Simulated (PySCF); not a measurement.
C5H11BS2.
InChI=1S/C5H11BS2/c1-2-3-5-4-7-6-8-5/h5-6H,2-4H2,1H3/t5-/m0/s1

All values: PBE0/def2-SVPD (PySCF, non-relativistic), on one gas-phase PBE0-D3(BJ)/def2-SVP geometry that isn't relaxed in the solvent. The solvent is an IEF-PCM continuum (Bondi radii, 1.10 Å for H, scaled by 1.2), and excitations are vertical TDDFT with non-equilibrium linear response and a frozen core. The model holds no explicit solvent molecules, cavitation or dispersion.

Gas-phase singlets (H = HOMO, L = LUMO):

```csv
state,E (eV),λ (nm),f,leading configurations
S1,5.172,240,0.093,H→L 97%
S2,5.630,220,0.001,"H→L+1 86%, H→L+2 10%"
S3,6.265,198,0.003,"H-2→L 51%, H-1→L 46%"
S4,6.341,196,0.001,"H→L+2 81%, H→L+1 10%"
S5,6.454,192,0.008,H→L+3 80%
```

**Question.** What are the lowest 5 singlets in tetrahydrofuran (ε = 7.426)?

**Answer.** 
```tsv
state	E (eV)	λ (nm)	f	leading configurations	change by rank (eV)
S1	5.096	243	0.133	H→L 97%	-0.076
S2	5.702	217	0.002	H→L+1 92%	+0.072
S3	6.231	199	0.004	H-2→L 52%, H-1→L 45%	-0.034
S4	6.411	193	0.001	H→L+2 90%	+0.070
S5	6.520	190	0.019	H→L+3 78%, H-1→L+1 9%	+0.066
```

**Question.** The ground-state energy changes by -0.126 eV from gas to tetrahydrofuran. By how much does the total energy of gas-phase S1 change?

**Answer.** E(S1) = E(S0) + excitation energy, so it changes by -0.126 − 0.076 = -0.202 eV: it is lowered more than the ground state, which is what a red shift means. This is the vertical state, with the slow part of the continuum still set for S0.

**Question.** How do the frontier levels move from gas to tetrahydrofuran?

**Answer.** 
| orbital | gas (eV) | solvent (eV) | change (eV) |
| --- | --- | --- | --- |
| LUMO+2 | 0.50 | 0.56 | +0.06 |
| LUMO+1 | 0.10 | 0.21 | +0.11 |
| LUMO | -0.77 | -0.82 | -0.05 |
| HOMO | -6.92 | -6.95 | -0.03 |
| HOMO-1 | -8.30 | -8.32 | -0.02 |
| HOMO-2 | -8.64 | -8.64 | 0.00 |
| HOMO-3 | -9.28 | -9.05 | +0.23 |

The HOMO–LUMO gap goes from 6.15 to 6.13 eV. Rows go by rank; for HOMO-3 the atom shares or the degeneracy differ between the runs, so the row needn't follow one orbital.

The values belong to the conformer `[CH3:1][CH2:2][CH2:3][C@H:4]1[CH2:5][S:6][BH:7][S:8]1`: C1–C2–C3–C4 178°, C2–C3–C4–C5 68°.
